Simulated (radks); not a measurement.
The numbers below are computed, except where a source is named.
Charge is removed step by step from the 4f7/2 level of Tl3+, starting from [Xe] 4f(5/2: 6, 7/2: 8) 5d10. Level of theory: Dirac Kohn-Sham, PBE, spin-unpolarised, spherical densities, point nucleus (a radial shooting solver on a logarithmic mesh with Libxc functionals).

| removed (e) | E - E(0) (eV) | eigenvalue (eV) | E minus straight line (eV) |
|---|---|---|---|
| 0 | 0.000 | -141.01 | 0.000 |
| 0.1 | 14.247 | -143.92 | -1.340 |
| 0.2 | 28.785 | -146.85 | -2.388 |
| 0.3 | 43.618 | -149.80 | -3.141 |
| 0.4 | 58.747 | -152.78 | -3.599 |
| 0.5 | 74.174 | -155.77 | -3.757 |
| 0.6 | 89.902 | -158.79 | -3.615 |
| 0.7 | 105.93 | -161.83 | -3.171 |
| 0.8 | 122.27 | -164.89 | -2.421 |
| 0.9 | 138.91 | -167.97 | -1.365 |
| 1 | 155.86 | -171.07 | 0.000 |

Removing the whole electron costs 155.86 eV by Delta-SCF, against 141.01 eV from minus the eigenvalue at the starting occupation. Slater's transition state (half an electron removed) gives 155.77 eV. Integrating minus the eigenvalue over the occupation (Janak's theorem) gives 155.86 eV. The mean slope of the eigenvalue, de/dn, is 30.1 eV per electron.
